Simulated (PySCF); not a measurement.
# Working out the ionisation energy of Ni²⁺

Ni²⁺ [Ar] 3d8 (3F) → Ni³⁺ [Ar] 3d7 (4F). All numbers are calculated (PySCF 2.14, scalar relativity by spin-free X2C-1e, in x2c-TZVPPall with one added diffuse shell each of s, p, d, f type (7s6p5d3f1g, 80 functions)). Frozen: [Ar]. Energies in hartree (1 hartree = 27.21139 eV):

| part | Ni²⁺ (lower) | Ni³⁺ (upper) |
| --- | --- | --- |
| UHF | -1518.235476 | -1517.037479 |
| CCSD correlation | -0.239856 | -0.167866 |
| (T) | -0.005050 | -0.002081 |

Q: What does Hartree-Fock give?

A: (-1517.037479) − (-1518.235476) = 1.197997 hartree = 32.599 eV.

Q: What do CCSD and CCSD(T) give?

A: The CCSD correlation energies differ by 0.071990 hartree = 1.959 eV and the triples by 0.002969 hartree = 0.081 eV, so CCSD gives 34.558 eV and CCSD(T) 34.639 eV.

Reference: 35.187 ± 0.019 eV (measured; NIST Atomic Spectra Database, ionization energies), between the lowest levels; spin-orbit coupling is absent from the calculation.

What remains against the reference includes basis incompleteness, the frozen core and higher excitations.
